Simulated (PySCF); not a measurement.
r2SCANh on Cu⁻ (copper, charge -1), [Ar] 3d10 4s2, closed-shell 1S. All numbers are calculated (PySCF 2.14, a scalar-relativistic core potential, in aug-cc-pVTZ-PP with ECP10MDF (6s6p5d3f2g, 88 functions)).

```
cycle= 1 E= -197.183720734852  delta_E= 0.00426  |g|= 0.444  |ddm|= 0.627
cycle= 2 E= -196.960691170623  delta_E= 0.223  |g|= 1.27  |ddm|= 0.585
cycle= 3 E= -197.215892789615  delta_E= -0.255  |g|= 0.0544  |ddm|= 0.399
cycle= 4 E= -197.216525304161  delta_E= -0.000633  |g|= 0.0243  |ddm|= 0.0658
cycle= 5 E= -197.216662918284  delta_E= -0.000138  |g|= 0.000423  |ddm|= 0.0171
cycle= 6 E= -197.216662962077  delta_E= -4.38e-08  |g|= 2.07e-05  |ddm|= 0.000856
cycle= 7 E= -197.216662962471  delta_E= -3.94e-10  |g|= 6.88e-06  |ddm|= 8.61e-05
converged SCF energy = -197.216662962471  <S^2> = 4.2632564e-14  2S+1 = 1
```

Highest occupied orbital energy: 0.650 eV; ⟨L²⟩ = 0.00; populations by l: s 4.00, p 6.00, d 10.00, f 0.00.

(1) Can this result be used?

## Answers

(1) With care. Self-consistency was reached. Energies and moments cover only the electrons outside the core potential. At r2SCANh the highest occupied level has a positive energy, so only the finite basis holds that electron; in a semilocal or global hybrid functional this comes from self-interaction and does not mean that the real anion is unbound.
